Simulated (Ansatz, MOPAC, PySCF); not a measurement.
Isomers of C2H5N. All species are isolated molecules in the gas phase. One relaxed conformer stands for each flexible species; it need not be the lowest. Strings in code marks are SMILES.

Quantity: electronic energy of isomers of C2H5N relative to `[H]/N=C/C`, in kcal/mol. Semi-empirical values (MOPAC) are differences of heats of formation.

Level 1: frozen-core MP2/cc-pVTZ // PBE0-D3(BJ)/def2-TZVP (Ansatz, a first-principles code)
Level 2: PBE/6-31G* // PBE0-D3(BJ)/def2-TZVP (PySCF)
Level 3: frozen-core MP2/6-31G* // PBE0-D3(BJ)/def2-TZVP (PySCF)
Level 4: PM3 // PBE0-D3(BJ)/def2-TZVP (MOPAC)

```csv
species,level 2,level 3,level 4
`C=CN`,5.43,7.75,3.15
`C=NC`,6.50,7.81,3.64
```

What does level 1 give for each?


- `C=CN`: 3.48
- `C=NC`: 9.62
